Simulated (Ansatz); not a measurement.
A nudged elastic band was laid between two geometries of C$_{2}$H$_{5}$MgSi (9 atoms, charge 1, multiplicity 1).

Theory: Ansatz, RHF/def2-SVP.

- movable images: 7
- climbing image: yes
- spring: 5.0 eV/Å²
- optimiser: quadratic models (default)
- start path: through a guess of the saddle point
- force threshold: 0.05 eV/Å
- iteration limit: 60
- end points: relaxed

Image 0:

```xyz
9
Properties=species:S:1:pos:R:3
Mg -0.608 2.249 -1.530
C -0.438 0.291 -0.560
C 0.425 -0.026 0.453
Si 0.441 -1.676 1.121
H -0.708 3.761 -2.243
H -1.078 -0.532 -0.887
H 1.110 0.713 0.862
H 1.329 -2.101 2.204
H -0.474 -2.680 0.579
```

Image 8:

```xyz
9
Properties=species:S:1:pos:R:3
Mg -0.610 2.250 -1.527
C -0.434 0.291 -0.561
C 0.430 -0.026 0.451
Si 0.439 -1.675 1.122
H -0.714 3.761 -2.241
H -1.075 -0.531 -0.889
H 1.117 0.710 0.860
H -0.481 -2.677 0.581
H 1.327 -2.103 2.204
```

(1) What changes between the two ends?

(2) What energy profile does the band end with?

(3) What is the geometry of the highest image?

Results:

(1) No bond is made or broken. The dihedral C2–C3–Si4–H8 goes from -180 to 0°. The two ends are copies of one structure, up to a mirror image or an exchange of like atoms.

(2) The run converged. The highest image is number 3 of 0 to 8, 0.37 eV above the ends, which have the same energy within 2 meV. The profile has 2 maxima (images 3, 5) with wells between them (image 4): this band takes more than one step, which may be the mechanism or a detour left from its start path. A vibrational analysis at the climbing image gives one clearly imaginary mode, 254i cm⁻¹: a first-order saddle point. Limits of this set-up: the dipole of an ion depends on the origin.

| image | path coordinate (Å) | energy (eV) | dihedral C2–C3–Si4–H8 (°) |
| --- | --- | --- | --- |
| 0 | 0.00 | 0.00 | -180 |
| 1 | 0.77 | 0.05 | -157 |
| 2 | 1.53 | 0.23 | -127 |
| 3 | 2.30 | 0.37 | -104 |
| 4 | 3.04 | 0.32 | -89 |
| 5 | 3.79 | 0.37 | -67 |
| 6 | 4.54 | 0.22 | -42 |
| 7 | 5.29 | 0.05 | -18 |
| 8 | 6.03 | 0.00 | 0 |

(3) 
```xyz
9
Properties=species:S:1:pos:R:3
Mg -0.740 2.140 -1.301
C -0.197 0.233 -0.369
C 0.976 -0.090 0.208
Si 0.317 -1.550 0.982
H -1.127 3.608 -2.003
H -0.985 -0.558 -0.398
H 1.845 0.544 0.305
H -0.011 -1.629 2.407
H -0.078 -2.697 0.170
```

Time of the run: 3.6 min on 1 CPU thread of a shared host.
